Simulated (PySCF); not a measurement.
# Polarisability and C₆ of Mo²⁺ (molybdenum, charge +2)

[Kr] 4d4, high-spin 5D determinant. Computed with PySCF 2.14 in aug-cc-pVTZ-PP with ECP28MDF (6s6p5d3f2g, 88 functions), with scalar relativity through the core potential. Coupled (time-dependent) response in atomic units; α is the mean over directions.

```
method  mean α (bohr³)         α xx, yy, zz  C₆ (like pair)  S(−4)
   UHF           9.220  8.669, 8.669, 10.32           48.66  30.56
   PBE           10.60  10.08, 10.08, 11.66           56.51  47.96
  PBE0           10.05  9.522, 9.522, 11.12           53.43  40.31
  MN15           10.39  9.822, 9.822, 11.53           55.15  43.95
```

S(−4) is the Cauchy moment in α(ω) = α(0) + S(−4) ω² + …

Spin-orbit coupling is absent.

α(iu) at UHF:

| u (hartree) | α(iu) (bohr³) |
| --- | --- |
| 0 | 9.220 |
| 0.0500 | 9.144 |
| 0.100 | 8.931 |
| 0.200 | 8.232 |
| 0.300 | 7.407 |
| 0.500 | 5.932 |
| 0.750 | 4.587 |
| 1.00 | 3.636 |
| 1.50 | 2.411 |
| 2.00 | 1.687 |
| 3.00 | 0.9318 |
| 5.00 | 0.3910 |

A single London oscillator, α(iu) = α/(1 + u²/ω²), gives C₆ = (3/4) ω α². Matching the computed C₆ needs ω = 4 × 48.66 / (3 × 9.220²) = 0.763 hartree.

For an ion, C₆ is the dispersion term alone; charge-induced terms of lower order in 1/R come first.

The components differ because the open shell of this determinant is not spherical; for a pure term their mean is the scalar polarisability.

Energies and moments cover only the electrons outside the core potential.
